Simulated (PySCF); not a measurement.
# What settings do to a single point of [Nd(NO3)]2+

The sound run of [Nd(NO3)]2+ (singlet in the valence; each metal's 4f electrons, 3 of them, lie in its core potential, out of spins and levels) uses PySCF 2.14.0, RKS PBE, Nd lcecp-1-SVP with ECP49, O def2-SVP, N def2-SVP; non-relativistic Hamiltonian with scalar-relativistic core potentials where named; density fitting; no spin-orbit coupling, grid (50, 194), threshold 1e-8 Eh and 55 cycles, at the relaxed geometry:

```xyz
5

Nd    0.0000    0.0000   -0.6367
O     1.0924    0.0000    1.2873
O    -1.0924    0.0000    1.2873
N     0.0000    0.0000    2.0776
O     0.0000    0.0000    3.2391
```

There Nd1 has a Mulliken charge of 1.90 e and the dipole about the centre of mass is 6.16 D. Each run below changes one thing and starts from free metal ions and neutral atoms unless it says otherwise; with 55 cycles, smearing, a level shift and second-order steps follow where DIIS fails, and their cycles count. Energy shifts count from the sound run. On f atoms grids over 110 angular points are at least (60, 302).

```
                                                       change        outcome  cycles  energy shift (eV)  largest force component (eV/Å)  charge on Nd1 (e)  dipole about the centre of mass (D)
                       N4 put 1.1 Å from Nd1, limit 98 cycles  not converged      98                  –                               –                  –                                    –
                                       all coordinates × 1.12      converged      13               2.19                            8.87               1.96                                 7.38
                                              threshold 1e-06      converged      10             0.0000                            0.01               1.90                                 6.16
start from a density of up to 30 smeared cycles (not counted)      converged       9             0.0000                            0.01               1.90                                 6.16
```

Task: How does the run with this change end: grid (15, 26)?

Result: outcome converged, cycles 11, energy shift (eV) 2.15, largest force component (eV/Å) 6.60, charge on Nd1 (e) 1.91, dipole about the centre of mass (D) 6.16.

Unsound on purpose, so not properties of the compound: grid (15, 26).

Forces carry noise of the integration grid, about 0.01 to 0.03 eV/Å.

An lcecp potential fixes the number of 4f electrons, so in runs with it no electron can move into or out of that shell.
